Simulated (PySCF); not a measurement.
Computed with B3LYP-D3(BJ)/def2-TZVP (PySCF). Isolated molecules, 0 K electronic values unless said otherwise. One relaxed conformer stands for a flexible species; it need not be the lowest. B3LYP has the VWN-RPA correlation part, as in Gaussian. Excitations are Tamm–Dancoff values on a coarser integration grid. The basis has no diffuse functions, so Rydberg states are missing or too high.

Reference species (SMILES): `C=C([SiH3])CC#N` (neutral, multiplicity 1).

- HOMO = -8.11 eV
- T1 excitation (TDA) = 4.32 eV
- brightest of the four lowest singlets (TDA) = 7.37 eV

After one change: the HOMO rises by 0.42 eV; the T1 excitation (TDA) stays essentially unchanged; the brightest of the four lowest singlets (TDA) falls by 0.82 eV.

Question: Name the change that produced these shifts. The new species is one of these.
(A) `C/C=C(/[SiH3])C#N`
(B) `C/C(C#N)=C\[SiH3]`
(C) `C/C([SiH3])=C/C#N`
(D) `C=C[C@@H]([SiH3])C#N`

Answer: D, `C=C[C@@H]([SiH3])C#N`
